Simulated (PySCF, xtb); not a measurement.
(E)-1-bromo-1-fluoroprop-1-ene (C3H4BrF), SMILES C/C=C(\F)Br.

GFN2-xTB (xtb) at its own geometry gives an orbital gap of 4.52 eV and a dipole moment of 3.57 D.

Coordinates come from a B3LYP-D3(BJ)/def2-SVP optimisation.

Q: What does PBE0/def2-TZVP (PySCF) give? (Estimate from the structure and the level; the computed values follow.)

A: gap 7.11 eV (levels -7.14 and -0.03 eV), dipole 1.78 D.
